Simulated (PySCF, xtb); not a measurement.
C4H3ClF2, SMILES C#CC(F)(F)CCl.

GFN2-xTB in xtb at its own geometry gives an orbital gap of 5.95 eV and a dipole moment of 2.26 D.

Geometry: B3LYP-D3(BJ)/def2-SVP. The structure was generated by enumeration, and PubChem lists no compound with its InChIKey, so it may never have been made. Other conformers were not sampled.

What does ωB97X/def2-TZVP in PySCF give? (An estimate is asked for; the answer gives what the named calculation found.)

gap 13.18 eV (levels -11.23 and 1.95 eV), dipole 1.80 D.
